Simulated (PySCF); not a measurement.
**Continuum solvent and chemical shifts**

Structure with atom numbers: `[CH3:1][C:2]([CH3:3])([CH3:4])[C:5](=[O:6])[OH:7]`. Each H is labelled by its parent atom.

GIAO PBE0/pcSseg-1 in PySCF 2.14 on one PBE0-D3(BJ)/def2-SVP conformer, non-relativistic, equivalent nuclei averaged. Solvents enter as an IEF-PCM continuum (cyclohexane with ε = 2.0, chloroform with ε = 4.7) around the gas-phase geometry. Shifts are referred to TMS computed in the same medium.

In cyclohexane, δ in ppm: C5 184.2, C2 38.9, C1/C3/C4 28.9, H(O7) 5.85, H(C1)/H(C3)/H(C4) 1.22. Dipole moment 1.89 D.

(1) How does each δ change in the more polar medium?

(2) Which nuclei move most (in ppm), and what does the model miss?

Results:

(1) 
```
            atoms                            environment  Δδ, chloroform
               C5                 carboxylic acid carbon            +1.5
               C2  quaternary sp3 carbon α to a carbonyl            +0.5
         C1/C3/C4                          methyl carbon            +0.1
            H(O7)    hydrogen on an acid hydroxyl oxygen           +0.29
H(C1)/H(C3)/H(C4)            hydrogen on a methyl carbon           +0.01
```

Changes are relative to cyclohexane. The dipole moment becomes 2.05 D in chloroform.

(2) C5 (carboxylic acid carbon, +1.5 ppm) in chloroform. A continuum only polarises the solute; specific hydrogen bonds, the anisotropy of aromatic solvents and changes of geometry or conformer are outside it.
